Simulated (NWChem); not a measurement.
C3H8BN; SMILES C1CB(C1)N

```xyz
13

N      0.0057     1.9960     0.0000
B     -0.0054     0.5987     0.0000
C     -0.0081    -0.5069     1.1546
C      0.0132    -1.5657     0.0000
C     -0.0081    -0.5069    -1.1546
H      0.0105     2.5541    -0.8547
H      0.0105     2.5541     0.8547
H      0.8738    -0.5308     1.8292
H     -0.9116    -0.5442     1.7996
H      0.9225    -2.2012     0.0000
H     -0.8634    -2.2456     0.0000
H     -0.9116    -0.5442    -1.7996
H      0.8738    -0.5308    -1.8292
```
Atoms are numbered in this order, from 1.

Results from NWChem. Medium grid unless said otherwise, to which SCAN and Minnesota functionals are sensitive. Geometry: optimised at PBE-D3(BJ)/def2-SVP. Not confirmed as a minimum by frequencies. Hybrids' shares of exact exchange are those that their runs print; pure functionals count as 0. The functionals differ in more than this share.

```csv
row,share of exact exchange,orbital gap (eV)
PBE/def2-SVP,0.00,6.09
"LDA (Slater exchange, PW92)/def2-SVP",0.00,5.99
B3LYP/def2-SVP,0.20,8.06
r2SCAN0/def2-SVP,0.25,8.88
PW6B95/def2-SVP,0.28,8.56
MPW1K/def2-SVP,0.43,10.22
BHandHLYP/def2-SVP,0.50,10.93
M06-2X/def2-SVP,0.54,withheld
```

Question: Fit a straight line of the last column on the one before it, predict the withheld value, and compare with the run.

Answer: 
1. Means of the 7 shown rows: x = 0.237, y = 8.390. Slope Σ(x − x̄)(y − ȳ)/Σ(x − x̄)² = 2.161/0.2221 = 9.728; intercept 6.083.
2. The shown rows scatter about the line by 0.172 (root mean square); the largest residual is +0.37, at r2SCAN0/def2-SVP.
3. At x = 0.54 (M06-2X/def2-SVP; beyond the shown range) the line gives 11.34.
4. The run gives 10.68, -0.66 from the line, 3.8 times the scatter.
